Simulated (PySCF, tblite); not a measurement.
C₄H₁₁FO₂Si.
Z-matrix (Å and degrees, GFN2-xTB geometry), rows numbered from 1:
```
C 
C   1  1.5259
O   2  1.4091  1  107.48
C   2  1.5370  1  111.12  3  -122.10
C   4  1.5266  2  112.66  1  -168.93
O   5  1.4084  4  110.33  2   -62.18
Si  6  1.6092  5  132.39  4  -167.77
F   7  1.6100  6  109.45  5   -60.58
H   1  1.0868  2  109.73  3    65.67
H   1  1.0863  2  110.66  3  -173.37
H   1  1.0862  2  109.15  3   -53.01
H   2  1.1053  1  108.98  3   118.48
H   3  0.9664  2  107.71  1  -166.81
H   4  1.0917  2  108.40  1    70.19
H   4  1.0905  2  109.60  1   -48.40
H   5  1.0957  4  109.82  2   176.88
H   5  1.0965  4  110.24  2    57.79
H   7  1.4437  6  100.83  5  -174.91
H   7  1.4529  6  114.10  5    54.55
```

Jobs on this species (19 atoms, 74 electrons) with PySCF (density fitting) and tblite. Hardware of each: an Arm Neoverse V2 with one thread (shared host). Other jobs ran on the host; a repeat could differ by tens of per cent or more.

```csv
level and settings,work,basis functions,SCF cycles,wall time
GFN2-xTB,Hessian by finite differences,–,–,0.51 s
GFN2-xTB,L-BFGS relaxation,–,–,0.5 s
PBE0/pcSseg-1,"shieldings, charges and field gradients, density and orbital grids written",198,?,?
```

Problem. Fill in the missing figures.

Solution. 
- PBE0/pcSseg-1; shieldings, charges and field gradients, density and orbital grids written: 32 s, 14 SCF cycles

Problem. What do all jobs in the table cost together?

Solution. About 33 s; the longest takes about 97 % of that, and about 64 times as long as the shortest.
